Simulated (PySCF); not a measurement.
These are PySCF 2.14.0 with B3LYP-D3(BJ)/def2-TZVP values and carry that method's errors. Gas-phase values, no solvent. One relaxed conformer stands for a flexible species; it need not be the lowest. B3LYP has the VWN-RPA correlation part, as in Gaussian. Delta-SCF ions had no search for a lower state. Excitations are Tamm–Dancoff values on a coarser integration grid. The basis has no diffuse functions, so Rydberg states are missing or too high.

Reference species (SMILES): `C1=[SiH][SiH2]N1` (neutral, multiplicity 1).

```json
{
 "vertical ionisation energy (Delta-SCF)": "7.59 eV",
 "T1 excitation (TDA)": "1.87 eV"
}
```

Changed species: `C=[SiH]N=[SiH2]` (C–Si–N–Si torsion 32°).

Task: Give the shifts of the vertical ionisation energy (Delta-SCF) and T1 excitation (TDA).

Result: the vertical ionisation energy (Delta-SCF) drops by 0.08 eV, to 7.51 eV; the T1 excitation (TDA) decreases by 0.15 eV, to 1.72 eV.
